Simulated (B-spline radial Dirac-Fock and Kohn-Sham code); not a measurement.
## What relativity does to the binding energies of Cd¹²⁺

System: Cd¹²⁺ in the configuration 1s2 2s2 2p6 3s2 3p6 3d10 4s2 4p6.

Both columns are ΔSCF binding energies of the configuration average from a B-spline atomic structure program: non-relativistic Hartree-Fock with a point nucleus, and Dirac-Fock with a finite nucleus and the Coulomb interaction alone, averaged over the two j levels with weights 2j+1.

```csv
shell,Hartree-Fock (eV),Dirac-Fock (eV),shift (eV),shift (%)
1s,26209.3,27077.6,+868.29,+3.31
2s,4107.3,4318.0,+210.62,+5.13
2p,3833.5,3893.1,+59.61,+1.55
3s,1005.7,1049.4,+43.67,+4.34
3p,893.8,906.6,+12.87,+1.44
3d,687.8,681.2,-6.58,-0.96
4s,348.7,358.6,+9.86,+2.83
4p,304.8,307.4,+2.66,+0.87
```

Relativity binds 1s, 2s, 2p, 3s, 3p, 4s, 4p more strongly, among those listed most of all 2s in relative terms, and 3d more weakly, because the contracted s and p shells screen the nucleus better.

Values without a named source are computed, but for edge energies of neutral atoms, which are taken from tables.
